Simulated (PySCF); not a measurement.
C₂H₆OSe.
Z-matrix (Å and degrees, PBE0-D3(BJ)/def2-SVP geometry), rows numbered from 1:
```
C 
Se  1  1.9526
C   2  1.9530  1   94.05
O   2  1.6396  1  104.10  3   105.64
H   1  1.0980  2  107.00  3  -176.95
H   1  1.0992  2  110.81  3    62.68
H   1  1.0986  2  107.27  3   -59.33
H   3  1.0986  2  107.29  1    59.00
H   3  1.0979  2  106.96  1   176.62
H   3  1.0992  2  110.81  1   -63.02
```

Computed, not measured: PySCF 2.14.0, density-fitted response routines, TDDFT wB97X-D/def2-SVPD, vertical, gas phase, core orbitals frozen in the response. Relativistic effects, spin–orbit coupling among them, are left out although an element past zinc is present.

Kohn–Sham orbitals with the atoms that hold most of them (Löwdin shares over 4%, at most four atoms; ? is withheld):

| orbital | ε (eV) | atoms |
| --- | --- | --- |
| LUMO+2 | 1.90 | Se2 77%, C3 6%, C1 6% |
| LUMO+1 | 1.70 | Se2 66%, O4 7%, C1 6%, C3 6% |
| LUMO | ? | ? |
| HOMO | -8.59 | ? |
| HOMO-1 | -9.33 | O4 71%, Se2 11%, C3 8%, C1 8% |
| HOMO-2 | -11.51 | O4 47%, Se2 34%, C1 6%, C3 6% |
| HOMO-3 | -12.73 | O4 44%, Se2 25%, C3 10%, C1 10% |

Problem. Give the leading atoms of the LUMO.

Solution. Se2 (bonded to 2 C and O) 66%; C3 (bonded to Se and 3 H) 7%; C1 (bonded to Se and 3 H) 7%; O4 (bonded to Se) 6%. By element: selenium 66%, carbon 14%, oxygen 6%.

Problem. Which atoms hold the HOMO, and with what shares?

Solution. O4 (bonded to Se) 59%; Se2 (bonded to 2 C and O) 26%; C3 (bonded to Se and 3 H) 6%; C1 (bonded to Se and 3 H) 6%. By element: oxygen 59%, selenium 26%, carbon 13%.

Problem. What is the LUMO energy, and the HOMO–LUMO gap?

Solution. ε(LUMO) = 1.60 eV; the gap is 10.19 eV (0.3744 hartree).

Problem. How does S1 compare with the orbital gap of 10.19 eV?

Solution. S1 is at 5.49 eV (f = 0.012), 4.70 eV below the gap, made of HOMO→LUMO+1 (46%), HOMO→LUMO+3 (24%), HOMO→LUMO+2 (12%). Its leading pair isn't HOMO and LUMO; the energies of that pair differ by 10.29 eV. 

Next come S2 at 5.63 eV (f 0.049), HOMO→LUMO (82%), HOMO→LUMO+4 (13%); S3 at 6.12 eV (f 0.0046), HOMO-1→LUMO+1 (47%), HOMO-1→LUMO+3 (24%), HOMO-1→LUMO+2 (13%); S4 at 6.37 eV (f 0.032), HOMO→LUMO+2 (58%), HOMO→LUMO+6 (15%), HOMO→LUMO+1 (15%); S5 at 6.61 eV (f 0.011), HOMO-1→LUMO (60%), HOMO→LUMO+3 (14%), HOMO-1→LUMO+4 (10%).

Hardware: one thread of an x86-64 server, shared host. Cost: 35 s wall.
